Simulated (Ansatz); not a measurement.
Steps of a relaxation of CH₃BFNO with RKS PBE0-D4/def2-TZVP.

```sh
$ ansatz run in.yaml --threads 2 --pin off --events-out ev --progress --plain --max-ram 4352MiB
```

```yaml
crystal:
  periodic: [false, false, false]
  atoms:
    - {symbol: N, position_ang: [0.330446, 0.442072, 1.127596]}
    - {symbol: C, position_ang: [-0.217173, -0.382140, 0.240375]}
    - {symbol: O, position_ang: [-0.980752, 0.391978, -1.561752]}
    - {symbol: B, position_ang: [0.033713, -0.367128, -1.309769]}
    - {symbol: F, position_ang: [1.014947, -0.929679, -2.048310]}
    - {symbol: H, position_ang: [1.172848, 0.973571, 0.894657]}
    - {symbol: H, position_ang: [-0.148021, 0.721984, 1.988465]}
    - {symbol: H, position_ang: [-1.113707, -0.907858, 0.612838]}
basis:
  gaussian: {orbitals: def2-TZVP}
hamiltonian: {xc: pbe0, dispersion: d4}
relax: {f_tol: 0.005, max_steps: 150}
```

Positions (Å) and forces (eV/Å) along the path, 10 of 10 steps:

```xyz
8
step=1 energy=-8012.3517 eV
N     0.330    0.442    1.128   -0.114   -0.022   -0.209
C    -0.217   -0.382    0.240   -0.052    0.361    0.581
O    -0.981    0.392   -1.562    0.704   -0.556    0.349
B     0.034   -0.367   -1.310   -0.328    0.298   -0.425
F     1.015   -0.930   -2.048   -0.392    0.223    0.421
H     1.173    0.974    0.895   -0.568   -0.367    0.105
H    -0.148    0.722    1.988    0.282   -0.247   -0.603
H    -1.114   -0.908    0.613    0.469    0.310   -0.220
8
step=2 energy=-8012.3886 eV
N     0.330    0.436    1.118   -0.014    0.029   -0.070
C    -0.216   -0.381    0.242   -0.065    0.121    0.164
O    -0.974    0.387   -1.546    0.171   -0.157    0.130
B     0.032   -0.368   -1.301   -0.023    0.074   -0.211
F     1.016   -0.919   -2.029   -0.151    0.071    0.177
H     1.156    0.968    0.879   -0.120   -0.121    0.037
H    -0.141    0.707    1.972    0.054   -0.067   -0.158
H    -1.110   -0.888    0.608    0.148    0.051   -0.070
8
step=3 energy=-8012.3921 eV
N     0.326    0.441    1.113    0.032    0.033   -0.002
C    -0.218   -0.373    0.241    0.021   -0.026   -0.004
O    -0.981    0.379   -1.542   -0.035    0.040    0.047
B     0.031   -0.361   -1.300    0.021   -0.078   -0.070
F     1.014   -0.914   -2.019    0.015    0.009    0.023
H     1.165    0.950    0.886    0.001    0.018   -0.010
H    -0.144    0.712    1.961   -0.015   -0.004    0.039
H    -1.100   -0.890    0.605   -0.039    0.008   -0.023
8
step=4 energy=-8012.3925 eV
N     0.326    0.441    1.111    0.029    0.005    0.010
C    -0.217   -0.376    0.241   -0.033   -0.004   -0.015
O    -0.978    0.381   -1.537   -0.046   -0.003    0.026
B     0.029   -0.368   -1.300    0.069    0.023   -0.033
F     1.018   -0.910   -2.018    0.002   -0.023    0.002
H     1.162    0.953    0.881    0.011    0.007   -0.004
H    -0.142    0.708    1.962   -0.013    0.003    0.011
H    -1.104   -0.886    0.603   -0.019   -0.008    0.003
8
step=5 energy=-8012.3928 eV
N     0.327    0.441    1.112    0.012    0.006    0.011
C    -0.217   -0.376    0.241   -0.024    0.017   -0.007
O    -0.980    0.378   -1.536   -0.011    0.005    0.025
B     0.031   -0.366   -1.300    0.019   -0.016   -0.035
F     1.017   -0.912   -2.020    0.001    0.000    0.010
H     1.162    0.955    0.882    0.003   -0.004    0.002
H    -0.142    0.708    1.963   -0.005    0.001   -0.004
H    -1.106   -0.885    0.601    0.005   -0.008   -0.001
8
step=6 energy=-8012.3929 eV
N     0.327    0.441    1.112    0.006    0.004    0.009
C    -0.217   -0.375    0.241   -0.013    0.008   -0.011
O    -0.981    0.378   -1.534   -0.008    0.006    0.018
B     0.032   -0.366   -1.301    0.013   -0.018   -0.016
F     1.017   -0.912   -2.020    0.001    0.002    0.004
H     1.163    0.953    0.883    0.000   -0.002    0.001
H    -0.143    0.709    1.963   -0.003    0.002   -0.003
H    -1.106   -0.885    0.601    0.003   -0.002   -0.001
8
step=7 energy=-8012.3930 eV
N     0.327    0.441    1.112   -0.001    0.000    0.006
C    -0.217   -0.375    0.240   -0.004   -0.003   -0.017
O    -0.982    0.376   -1.529    0.001    0.003    0.001
B     0.033   -0.367   -1.301    0.007   -0.010    0.018
F     1.018   -0.911   -2.022   -0.005    0.004   -0.006
H     1.165    0.951    0.885   -0.003    0.001    0.000
H    -0.145    0.712    1.960    0.002    0.002   -0.003
H    -1.106   -0.885    0.599    0.003    0.003    0.002
8
step=8 energy=-8012.3930 eV
N     0.327    0.441    1.112    0.000    0.000    0.003
C    -0.217   -0.375    0.240   -0.003   -0.004   -0.014
O    -0.981    0.377   -1.525    0.001    0.003   -0.003
B     0.034   -0.368   -1.301    0.007   -0.007    0.020
F     1.017   -0.911   -2.024   -0.006    0.004   -0.006
H     1.165    0.951    0.885   -0.003    0.001    0.000
H    -0.147    0.714    1.959    0.001    0.001   -0.002
H    -1.105   -0.886    0.598    0.002    0.002    0.001
8
step=9 energy=-8012.3930 eV
N     0.327    0.441    1.113   -0.001    0.000   -0.001
C    -0.217   -0.376    0.239    0.000    0.000   -0.002
O    -0.979    0.378   -1.520    0.003    0.000   -0.002
B     0.035   -0.369   -1.300    0.001    0.001    0.008
F     1.015   -0.912   -2.027   -0.003    0.000   -0.002
H     1.165    0.951    0.886   -0.001    0.001   -0.001
H    -0.149    0.716    1.957    0.000   -0.001    0.000
H    -1.105   -0.886    0.598    0.000    0.000    0.000
8
step=10 energy=-8012.3930 eV
N     0.327    0.441    1.113    0.001    0.003    0.002
C    -0.216   -0.376    0.239    0.000   -0.004   -0.002
O    -0.978    0.379   -1.519   -0.003    0.003   -0.002
B     0.036   -0.369   -1.300    0.003   -0.002    0.002
F     1.014   -0.913   -2.028    0.000    0.000    0.000
H     1.164    0.952    0.885    0.000    0.000    0.000
H    -0.150    0.716    1.957    0.000    0.000    0.000
H    -1.104   -0.887    0.598    0.000    0.000    0.000
```

Hardware: 2 threads of an Intel Xeon 6975P-C on a shared host. Wall time 42 s, peak host memory 0.35 GiB.
